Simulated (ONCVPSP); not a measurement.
## Logarithmic derivatives: zirconium (Zr), ONCV

zirconium (Zr), optimised norm-conserving Vanderbilt (ONCV), made with ONCVPSP 4.0.1 (PBE, scalar-relativistic). Core [Ar] 3d10, reference 4s2 4p6 4d3 5s1. Waves: 4s+5s: rc 2.15 bohr, ncon 4, nbas 8, qcut 6.7 1/bohr, 3 projectors, debl 2.2 Ha; 4p: rc 1.55 bohr, ncon 5, nbas 8, qcut 6.1 1/bohr, 2 projectors, debl 2.7 Ha; 4d: rc 3.20 bohr, ncon 3, nbas 8, qcut 5.6 1/bohr, 2 projectors, debl 1.8 Ha. Local part: polynomial inside 1.10 bohr (lpopt 5, dvloc0 0 Ha). Core correction: none.

The phase is arctan(r·R′/R) of the radial function R(r), unwrapped; energies in Ha, scanned from -3 to 5 Ha. A pole is an energy at which the radial function vanishes at the test radius. The pseudo phase is shifted by a multiple of π to meet the all-electron one at the reference energy, and phase errors are pseudo minus all-electron; the curves can meet again beyond the range given. Levels narrower than the energy grid can be missing from the lists of poles.

For each channel, where are the poles, and over which energies does the pseudopotential scatter like the atom?

```csv
channel,radius (bohr),reference energy (Ha),"poles, all-electron","poles, pseudo",unbroken range about the reference energy with phases within 0.05 rad,phase error 1 Ha above the reference energy (rad)
s,2.19,-0.14,"-1.77, 3.29","-1.77, 3.29",the whole range,+0.000
p,1.57,-1.12,0.56,0.56,below 4.7,-0.000
d,3.24,-0.09,"0.08, 1.92, 4.96","0.08, 1.92",below 2.8,+0.012
```

Phases in the p channel:

```tsv
E (Ha)	all-electron	pseudo
-2.98	0.876	0.876
-2.54	0.591	0.590
-2.10	0.028	0.027
-1.66	-0.670	-0.671
-1.22	-1.090	-1.090
-0.78	-1.303	-1.303
-0.34	-1.425	-1.425
0.10	-1.507	-1.507
0.54	-1.569	-1.569
0.98	-1.620	-1.620
1.42	-1.667	-1.667
1.86	-1.715	-1.715
2.30	-1.769	-1.769
2.74	-1.834	-1.835
3.18	-1.924	-1.925
3.62	-2.061	-2.064
4.06	-2.304	-2.315
4.50	-2.775	-2.809
4.94	-3.466	-3.519
```
